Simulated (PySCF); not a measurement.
Al(Cl)(I)(OH) (AlClHIO), SMILES [OH][Al]([Cl])[I]. Heavy atoms are numbered as in [Al:1]([Cl:2])([I:3])[OH:4]. Hydrogens are named by the atom that carries them.

Coordinates come from a B3LYP-D3(BJ)/def2-SVP optimisation. The def2 effective core potentials stand for the cores of I; spin–orbit coupling is left out. Other conformers were not sampled.

All values below come from B3LYP/def2-TZVPD (PySCF).

Mulliken values depend strongly on the basis, most of all with diffuse functions as here. ESP charges are fitted to the potential on shells at 1.4 to 2.0 van der Waals radii. Atomic charges (e), one atom of each kind:

| atom | Mulliken | ESP fit |
|---|---|---|
| Al1 | 0.45 | 0.64 |
| Cl2 | -0.20 | -0.21 |
| I3 | -0.16 | -0.17 |
| O4 (OH) | -0.39 | -0.61 |
| H on O4 | 0.31 | 0.35 |
